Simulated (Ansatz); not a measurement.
Ge(vinyl)2(NCO)2 (C6H6GeN2O2), relaxed as a singlet with RKS PBE-D4/def2-SVP in Ansatz, starting from the GFN2-xTB geometry. Force threshold 0.03 eV/Å.

Start:

Cartesian coordinates in Å:
```
Ge -0.220 -0.100 -0.225
C 0.248 1.350 -1.469
C 1.418 1.966 -1.461
H -0.513 1.628 -2.186
H 2.185 1.702 -0.749
H 1.657 2.754 -2.158
C -1.794 0.005 0.951
C -1.739 0.292 2.240
H -2.745 -0.202 0.478
H -0.802 0.501 2.733
H -2.622 0.329 2.859
N 1.268 -0.411 0.760
C 1.970 -0.904 1.584
O 2.709 -1.325 2.367
N -0.507 -1.598 -1.206
C -0.314 -2.532 -1.916
O -0.200 -3.456 -2.602
```

(1) Estimate the energy that the relaxation releases and the steps that it takes.

(2) Does the start keep its bonding?

(3) Predict the relaxed structure.

## Answers

(1) 6.9 kcal/mol, in 16 steps; 67 s on 4 threads of Arm Neoverse N1 on a shared host. The force fell under the threshold at step 12, but the optimiser went on and released 0.003 eV more. No frequencies were taken in this run, so the end may be a saddle point.

(2) By distances, no bond broke or formed. The bond that changes most is Ge1–N15, from 1.81 to 1.85 Å (atoms count from 1).

(3) 
Cartesian coordinates in Å:
```
Ge -0.2636 -0.1228 -0.2140
C 0.1389 1.2725 -1.4958
C 1.3156 1.9239 -1.4904
H -0.6364 1.5205 -2.2420
H 2.1019 1.6854 -0.7536
H 1.5437 2.7160 -2.2246
C -1.7846 0.1295 0.9581
C -1.6528 0.3648 2.2753
H -2.7876 0.0783 0.4986
H -0.6636 0.4171 2.7614
H -2.5296 0.5085 2.9297
N 1.2561 -0.3088 0.8172
C 1.8642 -1.0223 1.5947
O 2.5150 -1.6567 2.3505
N -0.5587 -1.7076 -1.1175
C -0.1111 -2.4937 -1.9338
O 0.2527 -3.3045 -2.7140
```
Bond lengths: 2 × C–Ge 1.94 Å; 2 × C–C 1.34 Å; 2 × Ge–N 1.85 Å; 2 × C–O 1.18 Å; 2 × C–N 1.22 Å; 6 × C–H 1.10 Å.
